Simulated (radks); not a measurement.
The numbers below are computed, except where a source is named.
Species: Cl14+. Configuration: [He] 2s1 (the NIST ground configuration).

Level of theory: Dirac Kohn-Sham, PBE, spin-unpolarised, spherical densities, point nucleus (a radial shooting solver on a logarithmic mesh with Libxc functionals).

Energy parts (eV):
| part | energy |
|---|---|
| total | -8409.494 |
| kinetic | 8473.414 |
| electron-nucleus | -17345.359 |
| Hartree | 781.053 |
| exchange-correlation | -318.602 |

Orbitals (lengths in bohr, moments of r in powers of bohr; r(max) is where P^2 peaks; r(90%) holds 90 % of the orbital's charge):
orbital  occ.  eigenvalue (eV)   r(max)  r(90%)
1s1/2       2        -3467.953  0.05927   0.161
2s1/2       1        -779.6852   0.3274   0.580
2p1/2       0        -750.0610   0.2588   0.523
2p3/2       0        -747.3137   0.2602   0.525
3s1/2       0        -329.5795   0.8419    1.26

The highest occupied level is 2s1/2 at -779.69 eV. For comparison, the ionisation energy in NIST's Atomic Spectra Database is 809.20 eV (theoretical). In exact Kohn-Sham theory the highest level is minus the ionisation energy, but local and semilocal functionals leave it too shallow, through self-interaction and a potential that decays too fast; potentials with the right tail come closer. The density falls to 0.001 e/bohr^3 at r = 1.01 bohr.

Beside tabulated values, note that spin-unpolarised runs miss the spin-polarisation part of the exchange energy of open shells.
